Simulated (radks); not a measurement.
The numbers below are computed, except where a source is named.
Problem. Numerical settings for the chlorine ion Cl3+, [Ne] 3s2 3p2. Level of theory: Dirac Kohn-Sham, PBE, spin-unpolarised, spherical densities, point nucleus; open shells are shared between the two j in proportion to 2j + 1 (a radial shooting solver on a logarithmic mesh with Libxc functionals). The defaults (mesh step 0.008 in ln r, mesh end at 40 bohr or more with all orbitals vanishing there, Anderson mixing 0.5 over 9 steps, residual threshold near 1e-9 with the energy settled to 1e-9 hartree or 1e-11 of itself, here a cap of 95 iterations) give E = -458.5819 hartree and 3p3/2 at -45.050 eV in 14 iterations. Run on one thread of a shared host, so times are rough (Arm Neoverse V2): 0.06 s of CPU time, 0.06 s wall, 14 iterations on 2476 mesh points. One setting is changed at a time: mesh step in ln r 0.08; mesh step in ln r 0.12; mesh step in ln r 0.2; mesh end (bohr) 20; mesh end (bohr) 5; residual threshold 0.001; residual threshold 0.1; mixing 2.5; linear mixing, mixing 0.5; linear mixing, mixing 0.05; mixing history 20; iteration cap 8. Which runs fail to converge, and which converge to a wrong energy?

Solution. Not converged within the cap: mesh step in ln r 0.08; mesh step in ln r 0.12; mesh step in ln r 0.2; linear mixing, mixing 0.05; iteration cap 8. No run marked as converged misses the energy by more than 1 mhartree.
